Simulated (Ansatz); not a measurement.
Saddle point of BH$_{4}$O$_{2}$F, singlet (BH₃O₂ ([OH][BH][OH]) + HF → BH₂O₂F ([OH][B]([OH])[F]) + H₂; bonds formed: B1–F6, H2–H5; bonds broken: B1–H2, H5–F6), PBE0-D4/def2-TZVP structure:

B1  (0.013, 0.116, 0.110)
H2  (1.077, 0.631, -0.569)
O3  (-1.212, 0.339, -0.453)
O4  (0.232, 0.290, 1.440)
H5  (1.164, -0.372, -0.675)
F6  (0.619, -1.378, -0.430)
H7  (-1.302, 0.039, -1.358)
H8  (-0.590, 0.335, 1.935)
(Å)

Energies are electronic, without zero-point energy. Barriers and step energies count from the start structure reached by relaxing down the imaginary mode; all methods use the PBE0-D4 structures, on which another method's saddle can fall below an end. Computed with Ansatz 0.2.0 (basis: def2-TZVPP, with def2-QZVPP for the basis limit); correlated methods freeze the cores. B3LYP uses VWN-RPA correlation. Extrapolation: Hartree–Fock as exp(−7.88 √X), correlation as X^−2.97.

| method | barrier (kJ/mol) | step energy (kJ/mol) |
| --- | --- | --- |
| SPW92 | 96.9 | -74.2 |
| PBE-D4 | 124.1 | -80.8 |
| BLYP-D4 | 142.2 | -85.7 |
| r2SCAN-D4 | 129.6 | -93.9 |
| B97M-V | 142.5 | -97.8 |
| PBE0-D4 | 141.2 | -82.5 |
| B3LYP-D4 | 153.6 | -86.2 |
| r2SCAN0-D4 | ? | -92.0 |
| BHLYP-D4 | 172.2 | -88.6 |
| CAM-B3LYP-D4 | 153.3 | -85.7 |
| wB97X-V | 149.5 | -86.9 |
| wB97M-V | 147.0 | -88.9 |
| B2PLYP | 157.3 | -85.9 |
| PBE-QIDH | ? | -84.9 |
| RPA on PBE | 157.1 | -87.4 |
| HF | ? | -97.4 |
| MP2 | 155.1 | -86.8 |
| CCSD | 169.0 | -87.3 |
| CCSD(T) | 159.2 | -87.0 |

Q: Fill in the withheld barriers. (To be estimated.)

A: By the calculation: HF 215.8; r2SCAN0-D4 143.8; PBE-QIDH 152.8 kJ/mol. Each is the energy of the saddle less that of the start structure, by the same method.

For comparison, the barrier by CCSD(T) at an estimated basis limit (MP2 extrapolated from triple and quadruple zeta, plus CCSD(T) − MP2 in triple zeta) is 163.7 kJ/mol.

No T1 diagnostic of these runs exceeds 0.014.

Labels in which every atom is bracketed show which atoms are joined, not bond orders.

For scale, one of the runs: CCSD(T)/def2-TZVPP, 180 basis functions, launched by `ansatz run in.yaml --threads 2 --pin off --events-out ev --progress --plain --max-ram 4352MiB`. Hardware: 2 CPU threads of an Arm Neoverse V1, shared host. Wall time 56 s; peak host memory 1.9 GiB.
